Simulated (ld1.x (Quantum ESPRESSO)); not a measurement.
## Varying the RRKJ potential for fluorine

Base potential:

```
Element                 : F (Z = 9)
Generator               : ld1.x (Quantum ESPRESSO) 7.5
Type                    : norm-conserving RRKJ (Kleinman–Bylander form)
Functional              : PBEsol
Relativity              : scalar-relativistic
Frozen core             : [He]
Valence charge          : 7
Reference configuration : 2s2 2p3 (charge +2)
Partial waves           : 2s (bound): rc 0.55 bohr; 2p (bound): rc 1.00 bohr
Local potential         : the p channel
Core correction         : Bessel-smoothed model core inside 0.50 bohr
```

Cutoffs, loose and tight: the cutoffs (Ry, on a coarse ladder) from which the occupation-weighted sum of valence levels, in a spherical-Bessel basis at the reference potential, stays within 10 and 1 mRy of its value at 400 Ry. They do not see the model core or the augmentation charge, which bear on the density cutoff. Test errors are all-electron minus pseudo excitation energies from the reference, over the configurations 2s2 2p5; 2s2 2p4; 2s2 2p2; 2s2 2p4.5; 2s2 2p1; 2s1 2p5; 2s1 2p6. A dash means not determined; rows that change the core or the reference have their own tests.

| change | outcome | cutoff, loose | cutoff, tight | bound ghosts | largest test error (meV) |
| --- | --- | --- | --- | --- | --- |
| base | generated | 230 Ry | 300 Ry | none | +244 |
| local potential the s channel | generated | 230 Ry | over 300 Ry | none | +355 |
| wave 2s (bound): rc 0.55 bohr becomes 2s (bound): rc 0.70 bohr | generated | 160 Ry | 230 Ry | none | +194 |
| functional LDA (PZ) | generated | 230 Ry | 300 Ry | none | +254 |
| core correction Bessel-smoothed model core inside 0.62 bohr | generated | 230 Ry | 300 Ry | none | +232 |
| reference 2s1.5 2p5.5 | generated | 230 Ry | 300 Ry | none | +515 |

**Question.** What comes out with this change to the base: wave 2p (bound): rc 1.00 bohr becomes 2p (bound): rc 1.34 bohr?

**Answer.** outcome: generated; cutoff, loose: 230 Ry; cutoff, tight: 300 Ry; bound ghosts: none; largest test error (meV): +828.
